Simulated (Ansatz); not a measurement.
Computed with Ansatz on PBE0-D4/def2-TZVP structures; ΔE is electronic, products minus reactants. CCSD(T)/CBS adds triple-zeta CCSD(T) − MP2 to the extrapolated MP2 energy (def2 sets, frozen cores). This one scheme is used for every species. DFT in def2-TZVPP. Each species was taken in one conformer, which may not be the lowest.

Reaction (formal hydrolysis of the Si–Si bond): `C[SiH](F)[SiH2]Cl` + H₂O → `C[SiH](O)F` + `[SiH3]Cl`

```json
{"level": "PBE0", "ΔE (kJ/mol)": "-113.3"}
{"level": "CCSD/def2-SVP", "ΔE (kJ/mol)": "-126.1"}
{"level": "MP2/def2-TZVPP", "ΔE (kJ/mol)": "-132.0"}
{"level": "SCS-MP2/def2-TZVPP", "ΔE (kJ/mol)": "-135.5"}
```

(1) What does CCSD(T)/CBS give? (Estimate.)

(2) What do rigid-rotor, harmonic-oscillator terms from PBE0-D4/def2-TZVP frequencies (298.15 K, 1 bar) make of the CCSD(T)/CBS value? (An estimate is asked.)

Largest T1 diagnostic among the species: 0.011.

## Answers

(1) Computed: -122.2 kJ/mol. The listed levels differ from it by 8.9, -3.9, -9.8, -13.3 kJ/mol.

(2) The calculation gave: ΔZPE = -0.5 kJ/mol, ΔH = -127.3 kJ/mol, ΔS = -7 J/(mol·K), ΔG = -125.3 kJ/mol. Modes under 50 cm⁻¹ make the entropy rough.

The D4 term adds +8.6 kJ/mol with B3LYP and +5.1 kJ/mol with PBE0; it sums over pairs of atoms, weighted by their polarisabilities, and B3LYP, whose exchange is more repulsive, gets the larger term. From PBE to PBE0 (25 % exact exchange), in def2-TZVPP and without D4, ΔE moves by −7.0 kJ/mol. In def2-TZVPP, CCSD(T) changes the Hartree–Fock value by +24.0 kJ/mol (the triples alone add +3.3 kJ/mol) and MP2 by +18.6 kJ/mol.

B3LYP here is the variant with VWN-RPA as its local correlation; programs differ in this.
